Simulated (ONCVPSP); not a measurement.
# thallium (Tl): excitation energies, all-electron against ONCV

ONCVPSP 4.0.1 input, shortened (lines: element, Z, core and valence counts, functional; n l f; lmax; l rc ep ncon nbas qcut; lloc lpopt rc5 dvloc0; l nproj debl; icmod fcfact rcfact), PBE, scalar-relativistic:

```
  Tl 81.00   13    2        4      upf
    1    0    2.00
    2    0    2.00
    2    1    6.00
    3    0    2.00
    3    1    6.00
    3    2   10.00
    4    0    2.00
    4    1    6.00
    4    2   10.00
    4    3   14.00
    5    0    2.00
    5    1    6.00
    5    2   10.00
    6    0    1.75
    6    1    1.25
    2
    0    1.75    0.00    4    7    4.00
    1    2.65    0.00    3    7    3.20
    2    2.75    0.39    4    7    3.40
    4    5    1.35    4.00
    0    3    2.50
    1    2    0.70
    2    2    2.00
    0    0.00    0.00
```

Energies are relative to the spin-unpolarised reference configuration 6s1.75 6p1.25; without spin polarisation the order of configurations can differ from experiment.

```csv
valence configuration,charge,ΔE all-electron (eV),error AE − PS (meV)
6s2 6p0,+1,3.359,+70
6s1 6p0,+2,24.138,+121
6s1 6p1,+1,11.636,-4.7
```

(1) What are ΔE and the potential's error for 6s2 6p1?

Levels in the configuration 6s2 6p0:

| level | all-electron (eV) | pseudo (eV) |
| --- | --- | --- |
| 6s | -16.309 | -16.297 |

Note: ghosts flagged at negative energy: s at -136.4 eV; GHOST(+) flagged for d at 8.2 eV, p at 34.9 eV, d at 149.2 eV, s at 357.4 eV. A true bound ghost makes a file unfit for plane-wave use.

## Answers

(1) ΔE = -1.809 eV all-electron; the error (AE − PS) is +2.5 meV.
